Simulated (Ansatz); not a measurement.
`[NH2][Ga]([F])[Cl]` and `[NH2][Al]([F])[Cl]` differ in one element.

Ansatz, PBE0-D4/def2-TZVP geometries, multiplicity 1. Each molecule was computed in one conformer, which needn't be the lowest.

Scalar relativity is left out up to krypton.

```json
{"property": "zero-point energy (PBE0-D4/def2-TZVP) / kJ/mol", "`[NH2][Ga]([F])[Cl]`": "75.3"}
{"property": "HOMO–LUMO gap (PBE0/def2-TZVPP) / eV", "`[NH2][Ga]([F])[Cl]`": "7.13"}
{"property": "HOMO energy (PBE0/def2-TZVPP) / eV", "`[NH2][Ga]([F])[Cl]`": "-8.18"}
{"property": "LUMO energy (PBE/def2-TZVPP) / eV", "`[NH2][Ga]([F])[Cl]`": "-2.01"}
{"property": "HOMO energy (ωB97M-V/def2-TZVPP) / eV", "`[NH2][Ga]([F])[Cl]`": "-10.57"}
{"property": "HOMO–LUMO gap (B3LYP/def2-TZVPP) / eV", "`[NH2][Ga]([F])[Cl]`": "6.51"}
```

Task: Give the same properties after the change, and the shifts. (Best estimate.)

Result: Ansatz gave: 
```
                                      property  `[NH2][Al]([F])[Cl]`  shift
zero-point energy (PBE0-D4/def2-TZVP) / kJ/mol                  79.0    3.7
          HOMO–LUMO gap (PBE0/def2-TZVPP) / eV                  7.41   0.28
            HOMO energy (PBE0/def2-TZVPP) / eV                 -8.03   0.15
             LUMO energy (PBE/def2-TZVPP) / eV                 -1.47   0.54
         HOMO energy (ωB97M-V/def2-TZVPP) / eV                -10.43   0.14
         HOMO–LUMO gap (B3LYP/def2-TZVPP) / eV                  6.84   0.33
```

With PBE0 the HOMO rises by 0.15 eV and the LUMO rises by 0.43 eV, so the gap widens by about 0.28 eV. PBE moves the HOMO by 0.15 eV and ωB97M-V by 0.14 eV.

B3LYP here is the variant with VWN-RPA as its local correlation; programs differ in this.
